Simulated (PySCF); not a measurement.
Start geometry of `NB1OBOBO1` from GFN2-xTB (Å):
```
atom  x, y, z in Å
N1     2.022   -0.781    0.004
B2     0.693   -0.268    0.076
O3    -0.364   -0.959   -0.515
B4    -1.568   -0.468   -0.425
O5    -1.853    0.692    0.225
B6    -0.829    1.393    0.810
O7     0.450    0.920    0.742
H8     2.801   -0.275    0.401
H9     2.226   -1.606   -0.452
H10   -2.486   -1.062   -0.908
H11   -1.053    2.389    1.382
```

What comes out of this run: PBE0-D3(BJ)/def2-SVP geometry optimisation, gas phase in PySCF 2.14.0?

```
atom  x, y, z in Å
N1     2.034   -0.580   -0.319
B2     0.720   -0.203   -0.044
O3    -0.345   -0.973   -0.491
B4    -1.625   -0.611   -0.198
O5    -1.866    0.524    0.535
B6    -0.823    1.305    0.972
O7     0.458    0.949    0.685
H8     2.825   -0.040    0.002
H9     2.259   -1.416   -0.837
H10   -2.548   -1.283   -0.580
H11   -1.047    2.302    1.610
```

The energy falls by 18.7 kJ/mol over 9 energy and gradient evaluations, the largest force component goes from 0.0552 to 2.7e-04 Eh/bohr, and the atoms move by 0.029 Å rms after alignment. The bond that changes most is O3–B4 (boron-bound oxygen to three-coordinate boron), which lengthens by 0.058 Å. Bonds longer at the end by more than 0.005 Å: 5 of 11; shorter: 2. Among the angles that change most is O3–B4–O5, from 123.2° to 120.0°. Rotational constants go from 5759, 2663, 1821 to 5706, 2651, 1810 MHz. The orientation of the end geometry is arbitrary; only internal coordinates are fixed.

The run used 118 basis functions and 61 SCF cycles in all.

No PBE0-D3(BJ)/def2-SVP frequencies stand behind this structure, so it isn't proved a minimum.
